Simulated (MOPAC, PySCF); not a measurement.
H5NSi, SMILES `N[SiH3]`, neutral singlet in the gas phase. 

Cartesian coordinates (Å):
SMILES: N[SiH3]
```xyz
7

N      1.0493     0.0938     0.2296
Si    -0.6503    -0.0067    -0.0300
H      1.5933     0.7497    -0.3106
H      1.5764    -0.7529     0.3815
H     -1.2267    -0.8454     1.0506
H     -1.2019     1.3700     0.0302
H     -1.0831    -0.6007    -1.3302
```
Charge 0, multiplicity 1.

All levels are single points at this geometry (r2SCAN-D4/def2-TZVP); Pople sets use spherical d functions. Orbital energies aren't observables, and empty levels follow the basis.

```tsv
level	HOMO (eV)	LUMO (eV)	gap (eV)	dipole (D)	vertical IE, Delta-SCF (eV)
r2SCAN-D4/def2-TZVP in PySCF	-6.32	0.08	6.40	1.41	9.71
B3LYP/3-21G in PySCF	-6.39	1.23	7.63	1.54	–
B3LYP/6-311+G** in PySCF	-7.21	-0.42	6.79	1.23	–
B3LYP/6-31G* in PySCF	-6.84	0.71	7.55	1.45	9.69
B3LYP/LANL2DZ in PySCF	-6.71	0.82	7.53	1.38	–
PBE/6-31G* in PySCF	-5.63	0.09	5.71	1.48	9.47
SVWN5/6-31G* in PySCF	-5.68	-0.08	5.60	1.50	9.58
HF/3-21G in PySCF	-10.48	4.70	15.19	1.51	–
HF/6-31G* in PySCF	-10.78	4.02	14.80	1.44	8.70
HF/STO-3G in PySCF	-8.16	13.66	21.82	1.00	–
AM1 in MOPAC	-9.78	1.68	11.46	1.08	–
PM6 in MOPAC	-10.08	0.15	10.23	1.81	–
PM7 in MOPAC	-9.78	1.57	11.35	1.30	–
```
